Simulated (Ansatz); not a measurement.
Ansatz (a program for electronic structure) input (RI-MP2/cc-pV(Q+d)Z):
A basis named .json is the Basis Set Exchange file of that set.

Ansatz 0.2 input:
```yaml
crystal:
  periodic: [false, false, false]
  atoms:
    - {symbol: Si, position_ang: [-0.07811264, 0.11617414, -0.03012990]}
    - {symbol: F, position_ang: [-0.29066030, -0.45160457, 1.48483495]}
    - {symbol: F, position_ang: [-0.51950389, -1.21480240, -0.86460151]}
    - {symbol: O, position_ang: [-0.77850528, 1.44149313, -0.39242964]}
    - {symbol: O, position_ang: [1.59524134, 0.10734136, -0.19025134]}
    - {symbol: H, position_ang: [1.85116618, 0.98054894, -0.49883466]}
basis:
  gaussian:
    orbitals: cc-pV_Q+d_Z.json
    fitting: {mean_field: def2-universal-jkfit, correlation: cc-pVQZ-RIFIT.json}
total_charge: -1
magnetization: {spin_polarized: false}
correlation: {method: mp2, electrons: outside_noble_gas}
```

Output:

```
Functional definition: HF
integrals: 0.38 GiB planned
454 factors; integrals over basis functions are off by at most 2.2e0 eV
mean field: 1.00 GiB planned
mean field evaluation 1: about -17373.6428 eV, gradient 4.3e1 eV
mean field evaluation 2: about -17375.5858 eV, gradient 3.0e1 eV
mean field evaluation 4: about -17377.0027 eV, gradient 1.3e0 eV
mean field evaluation 8: about -17377.0064 eV, gradient 2.7e-6 eV
mean field -17377.00644108 eV, -638.5932081516 hartree, gradient 2.7e-6 eV, S^2 0.000000; 0 other end points of the search recorded, 0 dependent functions left out
9 core orbitals not correlated
741 factors; their error is unknown
reference -17377.00644108 eV, -638.5932081516 hartree; 16, 16 occupied and 289, 289 virtual orbitals, 741 factors
second order -32.85287573 eV of doubles, -0.00000000 eV of singles
Total energy: -17409.85931681 eV, -639.8005290662 hartree
```

It need not be the lowest isomer of its formula. Whether it binds its extra electron was not tested at this geometry.
